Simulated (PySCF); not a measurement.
Task: Write Cartesian coordinates for `[N]#[W]([F])([F])[F]` (WNF3) as optimised with PBE0-D3(BJ)/def2-SVP. (Singlet state.)

Result: 
```
atom  x, y, z in Å
W1    -0.0003   -0.0001   -0.0674
N2     0.0107    0.0000    1.5832
F3     1.8041   -0.0185   -0.5160
F4    -0.8905    1.5741   -0.5011
F5    -0.9239   -1.5555   -0.4988
```

Orientation and origin are arbitrary. Atoms count from 1 in this order. All 3 F–W bonds measure 1.859 to 1.860 Å. W1 (tungsten bonded to 3 F and N) is distorted tetrahedral (angles from 103.6° to 114.7°).

Bonds between heavy atoms (Å): W1–N2 1.651, W1–F3 1.859, W1–F4 1.860, W1–F5 1.860.

Computed, not measured: PySCF 2.14.0, PBE0-D3(BJ)/def2-SVP geometry optimisation, gas phase, def2 core potentials past Kr.

Point group: C3v (tolerance 0.08 Å). Stationary, but not proved a minimum.

On one thread, Arm Neoverse V1, no GPU, on a shared host, this took 47 s wall. This is the geometry optimisation.
